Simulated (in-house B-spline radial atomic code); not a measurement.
**Si II (Si+): [Ne] 3s2 3p1**

Level of theory: Dirac-Kohn-Sham PBEsol, spherical fractional occupations, Fermi nucleus of rms radius 3.1224 fm; calculated with a radial B-spline atomic code at the basis-set limit.

Effective charges: Z_r = [3n² - l(l+1)]/(2<r>) from the radius, Z_e = n√(-2ε) from the energy, and Slater's rules. Values are occupation-weighted means over j.

```tsv
shell	electrons	ε (eV)	<r> (bohr)	Z_r	Z_e	Slater
1s	2	-1791.9	0.1114	13.46	11.48	13.70
2s	2	-148.61	0.5685	10.55	6.61	9.85
2p	6	-104.92	0.5376	9.30	5.55	9.85
3s	2	-18.986	2.059	6.56	3.54	4.50
3p	1	-11.626	2.453	5.10	2.77	4.50
```

The least bound orbital is 3p3/2 at -11.61 eV, and it is also the most diffuse (<r> = 2.455 bohr).

Spin-orbit splittings of the orbital energies (j = l + 1/2 above j = l - 1/2 when positive): 2p 0.6468 eV, 3p 0.04131 eV.

For the 1s electron the small component carries 0.245 % of the norm, the zero-frequency Breit interaction raises the level by 1.121 eV, self-energy by 0.478 eV, and vacuum polarisation lowers it by 0.02968 eV.
